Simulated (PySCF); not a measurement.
C6H4BrF, SMILES c1ccc(Br)c(F)c1 at its GFN2-xTB optimised geometry (Å):

```
12

F     -1.3499    -2.0072     0.0000
C     -0.6810    -0.8434     0.0000
C     -1.3907     0.3438     0.0000
C     -0.7021     1.5444     0.0000
C      0.6831     1.5521     0.0000
C      1.3898     0.3623     0.0000
C      0.7071    -0.8434     0.0000
Br     1.6592    -2.4876     0.0000
H     -2.4685     0.3081     0.0000
H     -1.2501     2.4735     0.0000
H      1.2204     2.4876     0.0000
H      2.4685     0.3607     0.0000
```

Computed with PBE0/def2-TZVP run with PySCF.

Map of the HOMO amplitude (bohr^(-3/2)) on the plane z = 0.8 Å; orbital energy -7.22 eV, overall sign arbitrary:

```
|444444444444444444444444444|
|444444444444444444444444444|
|444444444444444444444444444|
|444444444444444444444444444|
|444444444444444444444444444|
|444444444445555444444444444|
|444444444555555554444444444|
|444444445566666655444444444|
|444444445678777765444444444|
|444444445678777765444444444|
|444444445566666554444444444|
|444444444555554443334444444|
|444444444444433322333444444|
|444444443332222222233444444|
|444444443321111012333444444|
|444444433210000002334444444|
|444444443320000012344444444|
|444444444432111234454444444|
|444444445543333346665544444|
|444444445554444568876544444|
|444444445554444579987554444|
|444444444444445579987554444|
|444444444444444567876544444|
|444444444444444556665544444|
|444444444444444455554444444|
|444444444444444444444444444|
|444444444444444444444444444|
```
Scale: ten equal steps from -0.100 (start of '0') to 0.137 (end of '9'), in the order '0123456789'; x runs from -4.50 to 4.50, y from -4.50 (bottom) to 4.50 (top).
